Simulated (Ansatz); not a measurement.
One change: `CBNC[SiH3]` becomes `[SiH3]CN[SiH2]Cl`.

Ansatz, PBE0-D4/def2-TZVP geometries, multiplicity 1. Each molecule was computed in one conformer, which needn't be the lowest.

| property | `CBNC[SiH3]` |
| --- | --- |
| HOMO energy (PBE0/def2-TZVPP) / eV | -7.32 |
| LUMO energy (PBE0/def2-TZVPP) / eV | 0.48 |
| LUMO energy (ωB97M-V/def2-TZVPP) / eV | 1.98 |
| LUMO energy (B3LYP/def2-TZVPP) / eV | 0.25 |
| LUMO energy (PBE/def2-TZVPP) / eV | -0.43 |
| HOMO–LUMO gap (B3LYP/def2-TZVPP) / eV | 7.36 |

Problem. What does the change do to each property? (Estimate.)

Solution. Ansatz gave: 
```
                             property  `[SiH3]CN[SiH2]Cl`  shift
   HOMO energy (PBE0/def2-TZVPP) / eV               -7.27   0.05
   LUMO energy (PBE0/def2-TZVPP) / eV                0.21  -0.27
LUMO energy (ωB97M-V/def2-TZVPP) / eV                1.79  -0.19
  LUMO energy (B3LYP/def2-TZVPP) / eV               -0.01  -0.26
    LUMO energy (PBE/def2-TZVPP) / eV               -0.62  -0.19
HOMO–LUMO gap (B3LYP/def2-TZVPP) / eV                7.03  -0.33
```

With PBE0 the HOMO rises by 0.05 eV and the LUMO falls by 0.27 eV, so the gap narrows by about 0.32 eV. PBE moves the HOMO by 0.15 eV and ωB97M-V by 0.03 eV.

B3LYP here is the variant with VWN-RPA as its local correlation; programs differ in this.
